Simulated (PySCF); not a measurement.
H₁₀Si₄, SMILES [SiH2]([SiH3])[SiH2][SiH3] (GFN2-xTB optimised geometry):

```
14

Si     2.994     0.135     1.838
Si     2.008    -0.867     0.000
Si    -0.317    -0.867     0.000
Si    -1.296     1.229     0.000
H      3.129    -0.785     2.970
H      4.331     0.673     1.585
H      2.179     1.258     2.312
H      2.539    -2.231    -0.166
H      2.466    -0.189    -1.226
H     -0.785    -1.624     1.175
H     -0.841    -1.659    -1.126
H     -2.539     1.319    -0.770
H     -0.388     2.231    -0.567
H     -1.620     1.686     1.354
```

Computed with PySCF 2.14.0 with PBE/def2-TZVP.

Problem. What are the frontier orbital energies and the dipole moment?

Solution. HOMO-2 -7.73 eV, HOMO-1 -7.40 eV, HOMO -7.13 eV, LUMO -1.43 eV, LUMO+1 -1.32 eV; dipole moment 0.18 D.

Meta-Löwdin charges at PBE/def2-TZVP: Si1 0.19, Si2 0.09, Si3 0.09, Si4 0.19, H5 -0.06, H6 -0.06, H7 -0.06, H8 -0.05, H9 -0.05, H10 -0.05, H11 -0.05, H12 -0.06, H13 -0.06, H14 -0.06.
